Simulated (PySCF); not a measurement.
Consider Si7, (Si7). Optimised structure (Å), atoms numbered from 1:
```
Si    0.5638   -1.6330    0.3167
Si   -0.1109    0.6160    0.9083
Si   -0.6882    1.8107   -1.1132
Si   -0.0663   -0.2808   -1.6424
Si   -0.8328    2.8124    0.9295
Si    0.5517   -0.9222    2.4676
Si    0.5894   -2.3933   -1.9207
```

Computed at PBE0-D3(BJ)/ma-def2-SVP // PBE-D3(BJ)/def2-SVP with PySCF (density fitting, grid level 2). The prefix ma- adds one diffuse s and one diffuse p function on all atoms but H. Thermal corrections: GFN2-xTB frequencies, unscaled, ideal gas at 298.15 K and 1 bar, quasi-RRHO entropy. These were taken at the GFN2-xTB minima.

What are the vertical and the adiabatic ionisation energy for forming the radical cation?

7.32 eV vertical and 7.19 eV adiabatic, the latter with zero-point energy.

Where does the unpaired spin of the relaxed radical cation sit?

Si6 (silicon) 0.51, Si4 (silicon) 0.29, Si2 (silicon) 0.11, Si7 (silicon) 0.10 (intrinsic atomic orbital populations).

What oxidation potential follows in acetonitrile (IEF-PCM), given that Fc+/Fc comes at 4.48 V absolute with this functional and basis?

In the gas phase ΔG of oxidation is 7.165 eV, and solvation is -3.2 kJ/mol for the parent and -169.6 kJ/mol for the product, so the absolute potential is 5.44 V, or 0.96 V against Fc+/Fc. Fc+/Fc in acetonitrile, 4.48 V, is PBE0-D3(BJ)/ma-def2-SVP on PBE0-D3(BJ)/def2-SVP structures with GFN2-xTB thermal terms. Benchmark calculations put it near 5.0 V in acetonitrile and DMSO, so it is about 0.5 V low, and the value against it can read up to that much too high. The solvent is electrostatics only, on gas-phase structures; the absolute scale refers to an electron at rest in vacuum.

How far is −ε(HOMO) from the vertical value by ΔSCF?

−ε(HOMO) = 5.97 eV, which is 1.36 eV below the ΔSCF value.

Note: thermal terms of Si7 come from a GFN2-xTB structure of other bonding; thermal terms of [Si7]+• come from a GFN2-xTB structure of other bonding; ma-def2-SVP is a small basis, whose errors can reach tens of kJ/mol.

Differences come from unrounded values, so a last digit can differ from that of the printed terms.
